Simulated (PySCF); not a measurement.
This PySCF input asks for the spin–spin couplings of (HZn-mu-F)2; the geometry comes from PBE0-D3(BJ)/def2-SVP.

```python
import basis_set_exchange as bse
import numpy as np
from pyscf import gto, dft
from pyscf.data import nist
from pyscf.prop import ssc

atoms = """
Zn    1.467528    0.080229    0.214213
H     2.975873    0.186137    0.456581
F    -0.103888   -0.715004    1.013597
Zn   -1.445587   -0.114379   -0.240415
H    -2.956989   -0.207772   -0.468736
F     0.126193    0.674759   -1.044520
"""
names = {"Zn": "pcSseg-1", "H": "pcJ-1", "F": "pcJ-1"}
basis = {el: gto.basis.parse(bse.get_basis(n, elements=[el], fmt="nwchem")) for el, n in names.items()}
mol = gto.M(atom=atoms, basis=basis, charge=0, verbose=0)
mf = dft.RKS(mol, xc="PBE")
mf.grids.level = 2
mf.grids.alignment = dft.numint.BLKSIZE   # the property module wants whole blocks of grid points
mf.conv_tol = 1e-9
mf.kernel()

sc = ssc.RKS(mf)
sc.with_fcsd = True   # Fermi contact and spin-dipole together
sc.max_cycle_cphf = 60
g = {"F": 5.257736, "H": 5.58569468}   # nuclear g factors of 19F, 1H
sc.nuc_pair = [(i, j) for i in range(mol.natm) for j in range(i + 1, mol.natm)
               if mol.atom_pure_symbol(i) in g and mol.atom_pure_symbol(j) in g]
K = sc.kernel()
unit = nist.HARTREE2J / nist.PLANCK * (0.5 * nist.E_MASS / nist.PROTON_MASS) ** 2
for (i, j), k in zip(sc.nuc_pair, K):
    a, b = mol.atom_pure_symbol(i), mol.atom_pure_symbol(j)
    J = unit * g[a] * g[b] * np.trace(k) / 3
    if abs(J) >= 1:
        print("%s%d %s%d %8.1f Hz" % (a, i, b, j, J))
```

Question: Give the expected output.

Answer: 
```
H1 F2     90.7 Hz
H1 H4      2.9 Hz
H1 F5     90.7 Hz
F2 H4     91.0 Hz
F2 F5   -373.7 Hz
H4 F5     90.7 Hz
```

These numbers come from an equivalent density-fitted implementation of the same equations, which agrees with the script to about 0.1 Hz, so last digits may differ.

Size and cost of the density-fitted run: 164 basis functions, 26 s wall time on 1 thread of an Arm Neoverse N1, shared host; peak memory 0.57 GiB.
